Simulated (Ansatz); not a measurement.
C$_{3}$H$_{9}$LiOSi, SMILES `[Li][O][Si](C)(C)C`. Charge 0, multiplicity 1. The geometry is a stationary point of PBE0-D4/def2-TZVP. It is one conformer, not always the lowest.

```xyz
15

Li    3.146   -1.489    0.595
O     1.706   -0.808    0.323
Si    0.277   -0.131    0.052
C    -0.780   -0.114    1.611
C    -0.683   -1.063   -1.273
C     0.461    1.651   -0.527
H    -0.951   -1.131    1.977
H    -1.756    0.346    1.434
H    -0.287    0.447    2.410
H    -1.659   -0.606   -1.463
H    -0.132   -1.074   -2.218
H    -0.853   -2.101   -0.975
H     1.039    1.702   -1.455
H    -0.511    2.119   -0.714
H     0.982    2.253    0.223
```

Task: What is the dipole moment at PBE/def2-TZVPP? (Estimate.)

Result: Ansatz gave: 6.55 D, with components (5.84, -2.76, 1.10) D in this frame, pointing from negative to positive charge.

Task: And with r2SCAN, B3LYP, ωB97M-V? (An estimate is asked.)

Result: Computed: r2SCAN 6.73 D, B3LYP 6.61 D, ωB97M-V 6.67 D.

Task: Give the Mulliken charges with PBE, B3LYP, r2SCAN in def2-TZVPP. (Best estimate.)

Result: The calculation gave: 
```tsv
atom	PBE	B3LYP	r2SCAN
Li1	0.68	0.70	0.72
O2	-0.81	-0.87	-0.90
Si3	0.62	0.74	0.74
C4	-0.40	-0.42	-0.34
C5	-0.40	-0.42	-0.34
C6	-0.40	-0.42	-0.34
H7	0.08	0.07	0.05
H8	0.08	0.08	0.06
H9	0.08	0.07	0.05
H10	0.08	0.08	0.06
H11	0.08	0.07	0.05
H12	0.08	0.07	0.05
H13	0.08	0.07	0.05
H14	0.08	0.08	0.06
H15	0.08	0.07	0.05
```

B3LYP here is the variant with VWN-RPA as its local correlation; programs differ in this.
